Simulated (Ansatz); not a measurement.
BH3SeSn (`[BH]1[Se][SnH2]1`), relaxed with RKS PBE0-D4/def2-TZVP in Ansatz from a PBE-D4/def2-SVP geometry. The force threshold is 0.005 eV/Å; the program also tests the step.

Charge 0, multiplicity 1. Sn: def2 effective core potential.

Start:

```xyz
6

B    -1.222   -0.535    0.258
Se   -0.541   -1.230   -1.331
Sn    0.710    0.623    0.304
H    -2.199   -0.625    0.962
H     1.019    1.920   -0.808
H     2.233   -0.153    0.615
```

Question: By how much does the energy fall, and how many steps does the optimiser take? (An estimate is asked.)

Answer: Ansatz gave: 0.05 eV, in 7 steps.

Question: Which bonds change most? (Estimate.)

Answer: The calculation gave: Se2–Sn3 from 2.770 to 2.670 Å; B1–Sn3 from 2.253 to 2.205 Å; Sn3–H6 from 1.737 to 1.706 Å; Sn3–H5 from 1.736 to 1.706 Å.

Question: Give the relaxed structure. (An estimate is asked.)

Answer: Ansatz gave: 
```xyz
6

B    -1.206   -0.513    0.280
Se   -0.545   -1.222   -1.316
Sn    0.716    0.566    0.215
H    -2.177   -0.621    0.949
H     1.002    1.927   -0.772
H     2.209   -0.138    0.645
```
